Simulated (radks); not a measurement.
All-electron atom: B in [He] 2s1.75 2p1.25 (fractional occupations, a model configuration). Method: Dirac Kohn-Sham, BLYP, spin-unpolarised, spherical densities, finite nucleus; open shells fill j = l - 1/2 first; Fermi nuclear charge, rms radius 2.406 fm; computed with a radial shooting solver on a logarithmic mesh with Libxc functionals.

Normalised radial functions P(r) = r R(r) (large component), r in bohr:

r         1s1/2   2p1/2   2p3/2
0.01381  0.2697  0.0007  0.0007
0.01545  0.2991  0.0008  0.0008
0.01715  0.3291  0.0010  0.0010
0.01918  0.3643  0.0013  0.0012
0.02128  0.4000  0.0015  0.0015
0.0238   0.4417  0.0019  0.0019
0.02641  0.4837  0.0023  0.0023
0.0293   0.5290  0.0029  0.0028
0.03278  0.5814  0.0035  0.0035
0.03637  0.6336  0.0043  0.0043
0.04068  0.6935  0.0053  0.0053
0.04514  0.7526  0.0065  0.0065
0.05049  0.8195  0.0080  0.0080
0.05602  0.8846  0.0097  0.0097
0.06266  0.9572  0.0120  0.0119
0.06953  1.0264  0.0145  0.0144
0.07715  1.0967  0.0175  0.0174
0.08629  1.1724  0.0214  0.0214
0.09575  1.2416  0.0258  0.0257
0.1071   1.3134  0.0314  0.0313
0.1188   1.3759  0.0377  0.0376
0.1329   1.4367  0.0456  0.0455
0.1475   1.4853  0.0543  0.0542
0.165    1.5267  0.0654  0.0653
0.183    1.5530  0.0774  0.0772
0.2031   1.5656  0.0912  0.0910
0.2272   1.5619  0.1084  0.1082
0.2521   1.5410  0.1267  0.1265
0.2819   1.4984  0.1491  0.1489
0.3128   1.4399  0.1726  0.1723
0.3499   1.3571  0.2007  0.2005
0.3883   1.2631  0.2296  0.2293
0.4343   1.1461  0.2635  0.2632
0.4819   1.0261  0.2974  0.2971
0.5347   0.8990  0.3333  0.3330
0.5981   0.7593  0.3736  0.3733
0.6636   0.6316  0.4119  0.4116
0.7423   0.5013  0.4531  0.4528
0.8236   0.3913  0.4904  0.4901
0.9212   0.2881  0.5284  0.5281
1.022    0.2084  0.5605  0.5602
1.143    0.1402  0.5898  0.5896
1.269    0.0923  0.6103  0.6101
1.408    0.0576  0.6229  0.6227
1.575    0.0325  0.6263  0.6262
1.747    0.0179  0.6196  0.6195
1.954    0.0086  0.6014  0.6014
2.168    0.0041  0.5749  0.5749
2.425    0.0016  0.5370  0.5371
2.691    0.0006  0.4945  0.4946
3.01     0.0002  0.4428  0.4429
3.34     0.0001  0.3911  0.3912
3.706    0.0000  0.3378  0.3379
4.145    0.0000  0.2807  0.2809
4.6      0.0000  0.2298  0.2299
5.145    0.0000  0.1791  0.1792
5.709    0.0000  0.1373  0.1374
6.385    0.0000  0.0990  0.0991
7.085    0.0000  0.0702  0.0703
7.925    0.0000  0.0463  0.0463
8.793    0.0000  0.0299  0.0300

1s1/2: eigenvalue -181.34 eV, 0 radial nodes, <r> = 0.329 bohr, 90 % of the charge inside 0.593 bohr. 2p1/2: eigenvalue -3.653 eV, 0 radial nodes, <r> = 2.29 bohr, 90 % of the charge inside 3.97 bohr. 2p3/2 (empty): eigenvalue -3.650 eV, 0 radial nodes, <r> = 2.29 bohr, 90 % of the charge inside 3.98 bohr.
